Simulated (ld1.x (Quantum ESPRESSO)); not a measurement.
**What the settings do to the TM potential of K**

Base potential:

| Item | Value |
| --- | --- |
| Element | K |
| Generator | ld1.x (Quantum ESPRESSO) 7.5 |
| Type | norm-conserving Troullier–Martins (Kleinman–Bylander form) |
| Functional | BLYP |
| Relativity | scalar-relativistic |
| Frozen core | [Ar] |
| Valence charge | 1 |
| Reference configuration | 3d1 4s0 4p0 |
| Partial waves | 4s (bound, empty): rc 3.95 bohr; 4p (bound, empty): rc 4.20 bohr; 3d (bound): rc 4.20 bohr |
| Local potential | all-electron potential smoothed inside 3.00 bohr (lloc = -1) |
| Core correction | Bessel-smoothed model core inside 2.20 bohr |

Cutoffs, loose and tight: the cutoffs (Ry, on a coarse ladder) from which the occupation-weighted sum of valence levels, in a spherical-Bessel basis at the reference potential, stays within 10 and 1 mRy of its value at 400 Ry. They do not see the model core or the augmentation charge, which bear on the density cutoff. Test errors are all-electron minus pseudo excitation energies from the reference, over the configurations 3d0 4s1 4p0; 3d0 4s0.5 4p0; 3d0 4s0 4p1; 3d0.5 4s0.5 4p0. A dash means not determined; rows that change the core or the reference have their own tests. The largest error is taken over the tests solved by every variant that gives reliable tests at all: 3d0 4s0 4p1; 3d0 4s0.5 4p0; 3d0 4s1 4p0.

A true bound ghost makes a file unfit for plane-wave use even where its test errors are small: the radial tests pick states by their node count and pass the ghost by.

| change | outcome | cutoff, loose | cutoff, tight | bound ghosts | largest test error (meV) |
| --- | --- | --- | --- | --- | --- |
| base | generated | 6 Ry | 10 Ry | none | +1.6 |
| all radii but the core radius scaled by about 0.77 (s 3.06, p 3.24, d 3.24 bohr); local potential all-electron potential smoothed inside 2.32 bohr (lloc = -1) | generated | 10 Ry | 18 Ry | s | -3.3 |
| all radii but the core radius scaled by about 0.85 (s 3.36, p 3.58, d 3.58 bohr); local potential all-electron potential smoothed inside 2.56 bohr (lloc = -1) | generated | 8 Ry | 15 Ry | s | -2.9 |
| all radii but the core radius scaled by about 0.89 (s 3.52, p 3.74, d 3.74 bohr); local potential all-electron potential smoothed inside 2.68 bohr (lloc = -1) | generated | 8 Ry | 12 Ry | none | -2.3 |
| all radii but the core radius scaled by about 1.16 (s 4.58, p 4.88, d 4.88 bohr); local potential all-electron potential smoothed inside 3.48 bohr (lloc = -1) | generated | 6 Ry | 8 Ry | none | -5.9 |
| all radii but the core radius scaled by about 1.21 (s 4.80, p 5.10, d 5.10 bohr); local potential all-electron potential smoothed inside 3.64 bohr (lloc = -1) | generated | 6 Ry | 8 Ry | none | -8.7 |

(1) What comes out with this change to the base: all radii but the core radius scaled by about 1.06 (s 4.18, p 4.44, d 4.44 bohr); local potential all-electron potential smoothed inside 3.18 bohr (lloc = -1)?

(2) What comes out with this change to the base: all radii but the core radius scaled by about 1.38 (s 5.44, p 5.78, d 5.78 bohr); local potential all-electron potential smoothed inside 4.14 bohr (lloc = -1)?

(3) What comes out with this change to the base: all radii but the core radius scaled by about 1.30 (s 5.12, p 5.44, d 5.44 bohr); local potential all-electron potential smoothed inside 3.88 bohr (lloc = -1)?

Results:

(1) outcome: generated; cutoff, loose: 6 Ry; cutoff, tight: 10 Ry; bound ghosts: none; largest test error (meV): -2.3.

(2) outcome: generated; cutoff, loose: 6 Ry; cutoff, tight: 6 Ry; bound ghosts: none; largest test error (meV): -23.

(3) outcome: generated; cutoff, loose: 6 Ry; cutoff, tight: 6 Ry; bound ghosts: none; largest test error (meV): -14.

Reading the sweep of the scale of all radii but the core radius (base = 1) (base included, trends over the rows without a ghost): The loose cutoff falls from 8 Ry at 0.89 to 6 Ry at 1.38. A larger radius leaves more room for a smooth pseudo-wave, so fewer plane waves are needed; a smaller one forces it to follow the all-electron wave where it bends sharply. The median size of the test errors (rows with all tests solved) rises from 0.3 meV at 0.89 to 6.2 meV at 1.38. More of the atom is replaced by a form fitted at one configuration, so other configurations suffer as the radius grows. Bound ghosts are found at 0.77, 0.85.
